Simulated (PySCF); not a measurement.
Point-charge models of `N#CCC[SiH2]O[C@]12C[C@H]1C2` against its computed dipole.

Coordinates (GFN2-xTB, Å) and charges (e) from the PBE0/pcSseg-1 density (PySCF):

```json
{"atom": "N1", "x": "4.982", "y": "-0.297", "z": "-1.699", "Mulliken": "-0.2481", "IAO": "-0.2563", "Hirshfeld": "-0.2371", "ESP-fitted": "-0.4783"}
{"atom": "C2", "x": "3.982", "y": "-0.445", "z": "-1.164", "Mulliken": "+0.0608", "IAO": "+0.1442", "Hirshfeld": "+0.0858", "ESP-fitted": "+0.3351"}
{"atom": "C3", "x": "2.722", "y": "-0.589", "z": "-0.483", "Mulliken": "-0.2186", "IAO": "-0.2911", "Hirshfeld": "-0.0392", "ESP-fitted": "-0.0621"}
{"atom": "C4", "x": "2.204", "y": "0.778", "z": "-0.020", "Mulliken": "-0.5537", "IAO": "-0.5407", "Hirshfeld": "-0.1492", "ESP-fitted": "-0.1840"}
{"atom": "Si5", "x": "0.537", "y": "0.664", "z": "0.876", "Mulliken": "+0.8387", "IAO": "+1.0069", "Hirshfeld": "+0.4112", "ESP-fitted": "+0.5129"}
{"atom": "O6", "x": "-0.400", "y": "-0.063", "z": "-0.236", "Mulliken": "-0.6015", "IAO": "-0.5953", "Hirshfeld": "-0.2005", "ESP-fitted": "-0.3821"}
{"atom": "C7", "x": "-1.722", "y": "-0.337", "z": "-0.201", "Mulliken": "+0.1096", "IAO": "+0.2005", "Hirshfeld": "+0.0682", "ESP-fitted": "+0.3683"}
{"atom": "C8", "x": "-2.738", "y": "-0.306", "z": "-1.293", "Mulliken": "-0.1134", "IAO": "-0.2760", "Hirshfeld": "-0.0813", "ESP-fitted": "-0.5177"}
{"atom": "C9", "x": "-2.962", "y": "0.469", "z": "-0.023", "Mulliken": "-0.2016", "IAO": "-0.1937", "Hirshfeld": "-0.0685", "ESP-fitted": "-0.0218"}
{"atom": "C10", "x": "-2.648", "y": "-0.654", "z": "0.925", "Mulliken": "-0.1498", "IAO": "-0.2922", "Hirshfeld": "-0.0863", "ESP-fitted": "-0.5265"}
{"atom": "H11", "x": "2.862", "y": "-1.257", "z": "0.371", "Mulliken": "+0.1715", "IAO": "+0.1741", "Hirshfeld": "+0.0655", "ESP-fitted": "+0.0779"}
{"atom": "H12", "x": "2.005", "y": "-1.050", "z": "-1.168", "Mulliken": "+0.1833", "IAO": "+0.1845", "Hirshfeld": "+0.0649", "ESP-fitted": "+0.0762"}
{"atom": "H13", "x": "2.934", "y": "1.229", "z": "0.651", "Mulliken": "+0.1585", "IAO": "+0.1575", "Hirshfeld": "+0.0465", "ESP-fitted": "+0.0701"}
{"atom": "H14", "x": "2.130", "y": "1.438", "z": "-0.886", "Mulliken": "+0.1670", "IAO": "+0.1624", "Hirshfeld": "+0.0500", "ESP-fitted": "+0.0848"}
{"atom": "H15", "x": "0.635", "y": "-0.169", "z": "2.080", "Mulliken": "-0.1052", "IAO": "-0.1538", "Hirshfeld": "-0.0824", "ESP-fitted": "-0.1100"}
{"atom": "H16", "x": "0.035", "y": "1.992", "z": "1.237", "Mulliken": "-0.1010", "IAO": "-0.1461", "Hirshfeld": "-0.0791", "ESP-fitted": "-0.1141"}
{"atom": "H17", "x": "-3.336", "y": "-1.192", "z": "-1.484", "Mulliken": "+0.1209", "IAO": "+0.1311", "Hirshfeld": "+0.0378", "ESP-fitted": "+0.1730"}
{"atom": "H18", "x": "-2.490", "y": "0.256", "z": "-2.184", "Mulliken": "+0.1272", "IAO": "+0.1483", "Hirshfeld": "+0.0507", "ESP-fitted": "+0.2030"}
{"atom": "H19", "x": "-3.179", "y": "1.499", "z": "0.148", "Mulliken": "+0.1022", "IAO": "+0.1641", "Hirshfeld": "+0.0588", "ESP-fitted": "+0.1216"}
{"atom": "H20", "x": "-3.243", "y": "-1.562", "z": "0.887", "Mulliken": "+0.1222", "IAO": "+0.1325", "Hirshfeld": "+0.0377", "ESP-fitted": "+0.1751"}
{"atom": "H21", "x": "-2.316", "y": "-0.387", "z": "1.921", "Mulliken": "+0.1310", "IAO": "+0.1395", "Hirshfeld": "+0.0462", "ESP-fitted": "+0.1988"}
```

Problem. Form Σ q r in debye for every column and set it beside the full dipole.

Solution. The full density gives (-3.63, 0.58, 2.39) D, 4.39 D in size; dipole vectors point from the negative to the positive end.

| scheme | μx | μy | μz | size (D) | share of the full size (%) | angle to the full dipole (°) |
| --- | --- | --- | --- | --- | --- | --- |
| Mulliken | -5.47 | -0.07 | 3.43 | 6.45 | 147 | 8 |
| IAO | -3.16 | 0.98 | 3.32 | 4.68 | 107 | 14 |
| Hirshfeld | -2.88 | 0.32 | 1.80 | 3.41 | 78 | 3 |
| ESP-fitted | -3.66 | 0.57 | 2.40 | 4.41 | 101 | 0 |

Problem. Which set comes closest?

Solution. Length of the difference vector: ESP-fitted 0.03 D, Hirshfeld 0.99 D, IAO 1.12 D, Mulliken 2.21 D. Closest: ESP-fitted. 

Problem. What is left for the Hirshfeld atoms' own dipoles?

Solution. The shares of the density sum to the whole, so what Σ q r misses lies in dipoles about the nuclei. The atomic dipoles sum to (-3.63, 0.58, 2.39) − (-2.88, 0.32, 1.80) = (-0.75, 0.26, 0.59) D, 0.99 D in size.

Problem. With the origin at the mean of the coordinates, (0.000, 0.001, -0.083) Å, which are the largest single terms, by size, of the ESP-fitted dipole along the direction of the full one?

Solution. N1 +11.59, C10 -6.71, C2 -6.35, C8 -3.90, H21 +2.82 D; all 21 atoms together +4.41 D. The single terms depend on the origin, their sum doesn't.

Problem. Give the size of the full dipole in other units.

Solution. 4.39 D = 1.725 au = 0.913 e·Å = 14.63 × 10⁻³⁰ C·m.

Geometry: GFN2-xTB, one conformer, isolated molecule.

The values belong to the conformer `[N:1]#[C:2][CH2:3][CH2:4][SiH2:5][O:6][C@:7]12[CH2:8][C@H:9]1[CH2:10]2`: C2–C3–C4–Si5 180°, C3–C4–Si5–O6 -57°, C4–Si5–O6–C7 -175°, Si5–O6–C7–C8 143°.
